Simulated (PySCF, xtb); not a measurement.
Ge(OH)3(OMe) (CH6GeO4), SMILES C[O][Ge]([OH])([OH])[OH]. The values are those of a single conformer.

Harmonic wavenumbers (cm⁻¹) from xtb with GFN2-xTB at its own minimum, in rising order: 69, 87, 121, 175, 176, 188, 226, 231, 260, 286, 313, 496, 573, 596, 606, 807, 830, 835, 1049, 1131, 1141, 1405, 1469, 1480, 2957, 2974, 2983, 3641, 3646, 3650.

**Question.** What does B3LYP-D3(BJ)/def2-SVP run with PySCF give at its own minimum? (Estimate from the structure and the level; the computed values follow.)

**Answer.** 59, 94, 131, 171, 189, 217, 227, 265, 270, 316, 332, 643, 712, 742, 754, 891, 911, 919, 1114, 1174, 1197, 1467, 1471, 1483, 2998, 3074, 3107, 3834, 3837, 3840. Paired by order, the mean absolute difference is 69 cm⁻¹ and the zero-point energies are 49.2 and 52.1 kcal/mol.
